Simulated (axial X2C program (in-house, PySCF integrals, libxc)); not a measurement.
Spin–orbit effects down a group: molecules with O, HF

All values come from calculations with an axial X2C code built on PySCF integrals, spin-free (one-electron X2C) or two-component (2c: spin–orbit coupling with atomic mean-field Coulomb and Gaunt terms, which also bring small scalar terms), in Dyall basis sets with cores contracted in-house; open shells are unrestricted.

Basis sets: C dyall-v3z, Ge dyall-cv3z, O dyall-av3z, Si dyall-v3z.

```json
{"molecule": "CO", "spin-free state": "M_S = 0, Λ = 0", "Re (Å)": "1.103", "ωe (cm⁻¹)": "2422.8", "De (eV)": "7.56", "2c state": "Ω = 0", "Re 2c (Å)": "1.103", "ωe 2c (cm⁻¹)": "2422.7", "De 2c (eV)": "7.56"}
{"molecule": "SiO", "spin-free state": "M_S = 0, Λ = 0", "Re (Å)": "1.486", "ωe (cm⁻¹)": "1390.6", "De (eV)": "4.64", "2c state": "Ω = 0", "Re 2c (Å)": "1.486", "ωe 2c (cm⁻¹)": "1390.5", "De 2c (eV)": "4.64"}
{"molecule": "GeO", "spin-free state": "M_S = 0, Λ = 0", "Re (Å)": "1.587", "ωe (cm⁻¹)": "1136.3", "De (eV)": "3.16", "2c state": "Ω = 0", "Re 2c (Å)": "1.587", "ωe 2c (cm⁻¹)": "1135.6", "De 2c (eV)": "n/a"}
```

Problem. Work out the shifts from the spin-free to the two-component result.

Solution. 

| molecule | 2c state | ΔRe (Å) | Δωe (cm⁻¹) | ΔDe (eV) |
| --- | --- | --- | --- | --- |
| CO | Ω = 0 | 0.000 | -0.1 | 0.00 |
| SiO | Ω = 0 | 0.000 | -0.1 | 0.00 |
| GeO | Ω = 0 | 0.000 | -0.7 | n/a |

Shifts of one unit in the last digit are rounding.

Each entry is the lowest single determinant of a limited PBE0 search at one distance. De goes to single-determinant-based atoms at the same level (for ions the charge split of lowest energy) and is withheld (n/a) where an atom does not fit its ground term or J level. Main or longest-lived isotopes. Some light 2c atoms are not at their ground J level, so De misses part of their lowering (0.04 eV or less).
